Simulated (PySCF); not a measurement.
Ge2H6O. Atoms are numbered in the order given.

```xyz
9

O      0.0000     0.0000     0.7536
Ge    -1.6021     0.0000    -0.0683
H     -2.6426     0.0000     1.0766
H     -1.7356    -1.2744    -0.9520
H     -1.7356     1.2744    -0.9520
Ge     1.6021     0.0000    -0.0683
H      1.7356     1.2744    -0.9520
H      1.7356    -1.2744    -0.9520
H      2.6426     0.0000     1.0766
```

Coordinates come from a PBE-D3(BJ)/def2-SVP optimisation.

Method: PBE-D3(BJ)/def2-SVP (PySCF).

Frequencies are harmonic and unscaled.

```
mode  ν (cm⁻¹)  IR (km/mol)  moving atoms (share of kinetic energy)
----  --------  -----------  --------------------------------------
1           53          2.2                          H 60 %, O 37 %
2           69          0.0                                  H 99 %
3          109          0.4                 Ge 64 %, O 24 %, H 12 %
4          459          2.4                 O 45 %, Ge 38 %, H 18 %
5          593          0.1                                  H 92 %
6          595          0.0                                  H 95 %
7          626         69.1                          H 83 %, O 13 %
8          655         64.4                          H 73 %, O 22 %
9          769        653.5                 H 52 %, O 36 %, Ge 12 %
10         832          0.0                                  H 99 %
11         837         88.4                                  H 99 %
12         841          6.3                                  H 98 %
13         842         44.4                                  H 98 %
14         868         56.2                                  H 97 %
15         889          0.4                          O 50 %, H 49 %
16        2051         43.9                                  H 99 %
17        2059          0.0                                  H 98 %
18        2062        100.4                                  H 99 %
19        2066        280.7                                  H 98 %
20        2106         97.9                                  H 99 %
21        2109        119.8                                  H 99 %
```
